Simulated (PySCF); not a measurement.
Adding and removing an electron: CuCl

ωB97X-V; Cu def2-TZVPPD, Cl def2-TZVPPD; no relativity (PySCF 2.14). Neutral (UKS): singlet (closed shell), Re = 2.082 Å, ωe = 405 cm⁻¹, De = 3.84 eV, HOMO -9.91 eV, LUMO -1.09 eV.

CuCl⁻ (UKS): doublet (σ ↑), Re = 2.212 Å, ωe = 286 cm⁻¹, De = 1.42 eV to Cu (3d10 4s1) + Cl⁻. The energies at the minima are -2100.54296 hartree for CuCl and -2100.58654 for CuCl⁻.

(1) Work out the adiabatic electron affinity, without and with harmonic zero-point energies (1 hartree = 27.2114 eV, 1 eV = 8065.5 cm⁻¹), and the change of the bond length.

For an ion De counts to the pair picked by the measured ionisation energies or electron affinities, which need not be the lowest pair at this level. With d or f electrons several states lie close, and the lowest PBE0 determinant need not be the measured ground state.

## Answers

(1) At ωB97X-V: 0.04358 hartree = 1.186 eV between the minima; the zero-point term (405.0 − 286.0)/2 cm⁻¹ = +0.007 eV makes it 1.193 eV. Re changes by +13.0 pm against the neutral. The electron enters a σ orbital; in so polar a molecule the change of length follows mostly from the change of the ionic charges.
